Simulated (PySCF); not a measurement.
Computed shifts of a molecule C3H9NSi, PySCF with PBE0/pcSseg-1, GIAO, gas phase, atoms alike by connectivity averaged where their shifts nearly agree, in ppm (number of nuclei): ¹⁵N: 14.2 (1). ²⁹Si: -17.7 (1). ¹³C: 6.2 (1), 3.2 (1), 1.7 (1). ¹H: 5.08 (1), 4.01 (1), 0.90 (1), 0.79 (1), 0.72 (1), 0.52 (1), 0.51 (1), 0.44 (1), -0.16 (1). References: ¹⁵N against NH3 (σ = 267.4 ppm); ²⁹Si against TMS (σ = 352.7 ppm); ¹³C against TMS (σ = 186.3 ppm); ¹H against TMS (σ = 31.56 ppm), references at their B3LYP-D3(BJ)/def2-TZVP geometries, non-relativistic. Geometry: B3LYP-D3(BJ)/def2-SVP. The values are those of a single conformer.

Task: Pick the molecule that these values belong to.
A) C/C=N/C[SiH3]
B) N[SiH2]C1CC1
C) C=C[C@H](N)[SiH3]
D) C=CC[SiH2]N

Result: B, N[SiH2]C1CC1
